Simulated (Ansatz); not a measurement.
`C=C([SiH3])CF` + `C[NH][GeH3]` → `C[N]([SiH3])[GeH3]` + `C=CCF`  (ligand exchange at the Si–C bond)

Gas-phase electronic energies from Ansatz, PBE0-D4/def2-TZVP geometries. CCSD(T)/CBS is the MP2 limit (def2-TZVPP, def2-QZVPP) plus CCSD(T) − MP2 in def2-TZVPP, frozen cores. This one scheme is used for every species. DFT in def2-TZVPP. B3LYP here is the variant with VWN-RPA as its local correlation; programs differ in this. For Ge outer-core shells are correlated without core-valence functions, which leaves a few kJ/mol of doubt a bond. Scalar relativity is left out up to krypton. Each species was taken in one conformer, which may not be the lowest.

```csv
level,ΔE (kJ/mol)
B3LYP,-53.2
CCSD/def2-TZVPP,-58.8
CCSD(T)/def2-TZVPP,-57.6
SCS-MP2/def2-QZVPP,-60.0
```

Problem. What does CCSD(T)/CBS give? (Estimate.)

Solution. Computed: -56.9 kJ/mol. The listed levels differ from it by 3.7, -1.9, -0.7, -3.1 kJ/mol.

Largest T1 diagnostic among the species: 0.012.

The D4 term adds −3.1 kJ/mol with B3LYP and −1.7 kJ/mol with PBE0; it sums over pairs of atoms, weighted by their polarisabilities, and B3LYP, whose exchange is more repulsive, gets the larger term. In def2-TZVPP, CCSD(T) changes the Hartree–Fock value by +5.0 kJ/mol (the triples alone add +1.2 kJ/mol) and MP2 by +3.1 kJ/mol. From PBE to PBE0 (25 % exact exchange), in def2-TZVPP and without D4, ΔE moves by −4.3 kJ/mol.
